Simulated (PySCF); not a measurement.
# Field gradients at the hydrogen positions

Compound: C7H7NS2.
Geometry (PBE0-D3(BJ)/def2-SVP, Å), atoms numbered from 1 in this order:
```xyz
17
C7H7NS2 angstrom
C     -3.0314   -0.6026   -0.1240
N     -2.1224    0.0088   -1.0527
C     -0.7842    0.0471   -0.7625
C     -0.1102   -0.5948    0.2536
C      1.2885   -0.3308    0.1777
S      2.6680   -0.7977    1.1048
C      3.7238    0.1305    0.0895
C      3.0611    0.7732   -0.9225
C      1.6678    0.5047   -0.8663
S      0.2827    0.9709   -1.8079
H     -2.9881   -0.1528    0.8874
H     -4.0572   -0.5099   -0.5039
H     -2.8100   -1.6775   -0.0226
H     -2.4811    0.7939   -1.5796
H     -0.5930   -1.2112    1.0089
H      4.7919    0.1467    0.3011
H      3.5534    1.4030   -1.6636
```

Level: PBE0/pcSseg-1 (PySCF, non-relativistic); Q(2H) = 0.00286 b; rigid geometry, the same for H and D, with no vibrational averaging.

Question: Rank these positions by the coupling χzz of a deuteron there, largest first.
A. H11 (methyl hydrogen)
B. H13 (methyl hydrogen)
C. H17 (aromatic hydrogen)
D. H14 (N–H hydrogen)
E. H12 (methyl hydrogen)
F. H15 (aromatic hydrogen)

Answer: D (268 kHz), F (214 kHz), C (209 kHz), E (196 kHz), B (189 kHz), A (183 kHz).

Give the electric field gradient Vzz (the principal value of largest size), its asymmetry and the 2H coupling at each hydrogen.

```tsv
atom	bonded to	bond length (Å)	Vzz (au)	η	χzz (kHz)
H11	C1	1.108	0.2722	0.06	183
H12	C1	1.098	0.2910	0.08	196
H13	C1	1.102	0.2815	0.06	189
H14	N2	1.011	0.3982	0.23	268
H15	C4	1.088	0.3178	0.12	214
H16	C7	1.089	0.3151	0.11	212
H17	C8	1.090	0.3115	0.08	209
```

Average by the element that carries the hydrogen.

on C: 200 kHz over 6 positions, mean bond length 1.096 Å; on N: 268 kHz over 1 position, mean bond length 1.011 Å.

How does χzz go with the bond length over the 6 C–H bonds?

A straight-line fit has a slope of -15.9 kHz for each 0.01 Å, with a correlation coefficient of -1.00, over lengths from 1.088 to 1.108 Å. The longer bonds have the smaller couplings here.

Give the 2H NMR doublet splittings at H17 for a magnetic field along the z, y and x axes of the gradient: 3χ/2, 3χ(1 + η)/4, 3χ(1 − η)/4.

With |χ| = 209.3 kHz and η = 0.076: 314, 169 and 145 kHz, to first order and without motion.

One conformer (not necessarily the lowest) at the PBE0-D3(BJ)/def2-SVP geometry, without solvent, vibrations or thermal averaging. With a basis this small, the couplings can be 20 % off.
